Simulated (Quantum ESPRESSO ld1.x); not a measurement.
Problem. These are the eigenvalues of the occupied orbitals of an atom or ion with whole-number occupations (eV). Calculated with ld1.x of Quantum ESPRESSO 7.5: Dirac Kohn-Sham, PBE, spin-unpolarised, spherical densities, point nucleus.

orbital  eigenvalue
1s1/2      -67279.5
2s1/2      -11551.4
2p1/2      -11038.3
2p3/2      -9768.00
3s1/2      -2646.06
3p1/2      -2418.32
3p3/2      -2144.84
3d3/2      -1760.91
3d5/2      -1701.36
4s1/2      -539.468
4p1/2      -445.628
4p3/2      -382.664
4d3/2      -228.628
4d5/2      -217.063
5s1/2      -72.8343
5p1/2      -45.6872
5p3/2      -36.9382
4f5/2      -25.7377
4f7/2      -23.7560
6s1/2       -5.4459
5d3/2       -3.9515
5d5/2       -3.3674

Which element is it, and in what charge state? The configuration may be excited. Open shells, if any, are shared by 2j + 1.

Solution. Z = 73, tantalum, charge 0: Ta in [Xe] 4f14 5d3 6s2. The list shows which subshells hold electrons but not how many an open one holds; the 1s level, -2472.5 hartree, gives Z - s = 70.3 by -(Z - s)^2/2, which with screening and relativity narrows Z to a few neighbours, and the depths of the outer levels then fix element, charge and occupations together.
